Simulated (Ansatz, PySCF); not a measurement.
Energy differences in one family of gas-phase species

Each structure stands at its B3LYP-D3(BJ)/def2-TZVP stationary point, reached from a drawn start (curvature not checked).

(1), Cl3Ga (SMILES [Cl][Ga]([Cl])[Cl]) (charge 0, multiplicity 1, Z-matrix in Å and degrees):
```
Ga
Cl 1 2.1271
Cl 1 2.1271 2 120.01
Cl 1 2.1271 2 119.99 3 180.00
```

(2), ClGa (SMILES [Cl][Ga]) (charge 0, multiplicity 1):
| atom | x (Å) | y (Å) | z (Å) |
|---|---|---|---|
| Ga | 0.0000 | 0.0000 | -1.1194 |
| Cl | 0.0000 | 0.0000 | 1.1194 |

(3), Cl2 (SMILES ClCl) (charge 0, multiplicity 1):
```
atom   x (Å)   y (Å)    z (Å)
----  ------  ------  -------
Cl    0.0000  0.0000   1.0068
Cl    0.0000  0.0000  -1.0068
```

(4), Cl3In (SMILES [Cl][In]([Cl])[Cl]) (charge 0, multiplicity 1, Z-matrix in Å and degrees):
```
In
Cl 1 2.3146
Cl 1 2.3146 2 120.00
Cl 1 2.3146 2 120.00 3 180.00
```

(5), ClIn (SMILES [Cl][In]) (charge 0, multiplicity 1):
```json
[
 {"atom": "In", "x (Å)": "0.0000", "y (Å)": "0.0000", "z (Å)": "-1.2205"},
 {"atom": "Cl", "x (Å)": "0.0000", "y (Å)": "0.0000", "z (Å)": "1.2205"}
]
```

(6), Cl3Tl (SMILES [Cl][Tl]([Cl])[Cl]) (charge 0, multiplicity 1):
```xyz
4

Tl     0.000     0.000     0.000
Cl     2.384     0.000     0.000
Cl    -1.192     2.064     0.000
Cl    -1.192    -2.064     0.000
```

(7), ClTl (SMILES [Cl][Tl]) (charge 0, multiplicity 1, Z-matrix in Å and degrees):
```
Tl
Cl 1 2.5324
```

```
step                    quantity  PBE/def2-TZVPP (eV)  r2SCAN/def2-TZVPP (eV)  B3LYP-D3(BJ)/def2-TZVPP (eV)  PBE0/def2-TZVPP (eV)  wB97M-V/def2-TZVPP (eV)  CCSD(T)/def2-QZVPP (eV)
---------------  ---------------  -------------------  ----------------------  ----------------------------  --------------------  -----------------------  -----------------------
(1) → (2) + (3)  reaction energy                3.587                   4.120                         3.654                 3.916                    3.889                    4.144
(4) → (5) + (3)  reaction energy                2.738                   3.187                         2.811                 3.031                    3.139                    3.382
(6) → (7) + (3)  reaction energy                1.238                   1.504                         1.229                 1.355                    1.471                    1.566
```

Right side less left side. No zero-point or thermal terms; no spin–orbit coupling.

Frozen-core correlation throughout. In cc and def2 sets filled d and f shells under p-block atoms count as core.

Codes used: Ansatz (Gaussian orbitals); PySCF for the D3/D4 terms. No computed number here is a measurement. Elements past Kr take the def2 small-core potentials, without spin–orbit coupling.

At CCSD(T)/def2-QZVPP the steps run from 1.566 ((6) → (7) + (3)) to 4.144 eV ((1) → (2) + (3)); 0 of 3 are downhill as written. PBE/def2-TZVPP, r2SCAN/def2-TZVPP, B3LYP-D3(BJ)/def2-TZVPP, PBE0/def2-TZVPP, wB97M-V/def2-TZVPP give the same order. No level here is sure enough to rank the others by; between PBE/def2-TZVPP and CCSD(T)/def2-QZVPP the widest gap is -0.644 eV, for (4) → (5) + (3).

The steps were written down ahead of the runs, not picked by their results: 3 of 3 stand here.

Ansatz is a first-principles code.
